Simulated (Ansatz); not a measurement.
The same path of C3H7ClSeSi (13 atoms, charge 0, multiplicity 1) was run 3 times with different band settings. The coordinate that changes most is the dihedral H7–Si2–C3–C4.

Method: RHF/def2-SVP in Ansatz.

Relaxed end points:

```xyz
13
Properties=species:S:1:pos:R:3
Cl -0.679 -3.185 -0.225
Si 0.160 -1.634 0.893
C -0.712 -0.028 0.463
C -0.407 0.594 -0.921
C 0.711 1.571 -0.527
Se 0.201 1.491 1.380
H 1.589 -1.567 0.539
H -0.022 -1.956 2.319
H -1.773 -0.086 0.702
H -0.132 -0.121 -1.700
H -1.278 1.145 -1.277
H 0.648 2.566 -0.961
H 1.714 1.176 -0.671
```

```xyz
13
Properties=species:S:1:pos:R:3
Cl 1.571 -2.176 -0.362
Si 0.039 -1.680 0.955
C -0.497 0.106 0.695
C -0.626 0.628 -0.760
C 0.686 1.421 -0.873
Se 0.924 1.443 1.085
H 0.521 -1.884 2.332
H -1.081 -2.601 0.669
H -1.390 0.281 1.297
H -0.743 -0.145 -1.522
H -1.482 1.298 -0.836
H 0.604 2.408 -1.321
H 1.493 0.867 -1.345
```

Common settings: movable images 9; climbing image yes; spring 5.0 eV/Å²; start path through a guess of the saddle point; force threshold 0.05 eV/Å; end points relaxed.

| run | optimiser | iteration limit | largest step |
| --- | --- | --- | --- |
| 1 | quadratic models (default) | 36 | default |
| 2 | quadratic models (default) | 10 | default |
| 3 | fire | 47 | 0.5 Å |

Task: What does each run give, and how far can it be trusted?

Result: Run 1: converged after 5 iterations, highest image 0.183 eV above the first end. A vibrational analysis at the climbing image gives 2 clearly imaginary modes (82i, 60i cm⁻¹): a point of higher order, so a lower path passes nearby.
Run 2: converged after 5 iterations, highest image 0.183 eV above the first end. Another band between the same ends (9 images) ends at a top of the same energy, where a vibrational analysis finds 2 clearly imaginary modes.
Run 3: converged after 32 iterations, highest image 0.190 eV above the first end. The order of the stationary point at the top wasn't checked.
